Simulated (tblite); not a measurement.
C₄H₁₁O₃Si (SMILES [CH2][Si](OC)(OC)OC), doublet, at a GFN2-xTB geometry; GFN1-xTB (tblite).

Input for tblite:
```
$ tblite run mol.xyz --method gfn1 --charge 0 --spin 1 --json tblite.json --no-restart

# file mol.xyz
19

C      1.03045024     1.68579976     0.87027302
Si     0.18294435     0.27554884     0.00825667
O      1.13218947    -0.72525837    -0.85910410
C      2.21673348    -1.44717844    -0.35832603
O     -0.81967614     0.68746114    -1.20340225
C     -1.89125988     1.57688966    -1.10690799
O     -0.54199962    -0.45621218     1.28470314
C     -1.31594304    -1.62601236     1.26471867
H      1.16693950     1.73078585     1.93480539
H      1.44071395     2.51274235     0.31945746
H      3.08568779    -0.79512441    -0.23724464
H      2.45597185    -2.23385302    -1.07516706
H      1.98670461    -1.89643351     0.61093454
H     -2.50423218     1.37022289    -0.22612304
H     -2.49935362     1.46725632    -2.00566521
H     -1.53006294     2.60617048    -1.03974900
H     -0.76523937    -2.45516053     0.81417387
H     -2.23641581    -1.47462281     0.69551334
H     -1.56592907    -1.87458397     2.29735052
```

Output, abridged:

```
xTB calculator
 | screened Coulomb repulsion
 | Coulomb electrostatics
 |  * isotropic Klopman-Ohno-Mataga-Nishimoto electrostatics
 |  * onsite third-order electrostatics
 | DFT-D3(BJ) dispersion correction

halogen bonding energy    0.0000000000000E+00 Eh
repulsion energy          2.7466353787456E-01 Eh
dispersion energy        -7.5345983946113E-03 Eh
number of electrons       4.9000000000000E+01 e
integral cutoff           2.8146159136829E+01 bohr

------------------------------------------------------------
  cycle        total energy    energy error   density error
------------------------------------------------------------
      1     -30.06691434043  -3.0334043E+01   6.1160502E-01
      2     -30.42896133305  -3.6204699E-01   3.3909132E-01
      3     -30.42177361352   7.1877195E-03   1.3022183E-01
      4     -30.42967539786  -7.9017843E-03   4.2928149E-02
      5     -30.44145852333  -1.1783125E-02   9.2206511E-03
      6     -30.44206802078  -6.0949745E-04   3.3888171E-03
      7     -30.44214887758  -8.0856793E-05   3.4829349E-04
      8     -30.44214904178  -1.6420811E-07   5.5767905E-05
      9     -30.44214905284  -1.1054865E-08   1.8119009E-05
------------------------------------------------------------

electronic energy        -3.0709277992319E+01 Eh
total energy             -3.0442149052839E+01 Eh

Post processing:
 | Mayer-Wiberg bond orders

[Info] JSON dump of results written to 'tblite.json'
```
